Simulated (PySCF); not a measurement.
## MAl for M along the fourth-period p block

r²SCAN with double-zeta basis sets in PySCF, for the lowest determinant that a PBE0 search found; no spin–orbit coupling. De refers to high-spin ground-configuration atoms. A positive dipole means M(−)Al(+).

```csv
M,basis,state (unpaired electrons),Re (Å),ωe (cm⁻¹),De (eV),μ (D)
Ge,x2c-SVPall,"quartet (σ ↑, π ↑↑)",2.455,312,2.66,1.15
Se,pcseg-1,doublet (σ ↑),2.161,495,4.01,3.55
Br,x2c-SVPall,singlet (closed shell),2.309,382,4.68,1.27
```

The shortest bond is that of AlSe (2.161 Å), the longest that of AlGe (2.455 Å). AlBr is bound most strongly (4.68 eV) and AlGe least (2.66 eV).

The rows differ in basis set, which adds steps of its own.

The state changes along the series, so neighbouring rows are not always alike in their bonding.

States were picked by a PBE0 search and need not be the measured ground states.
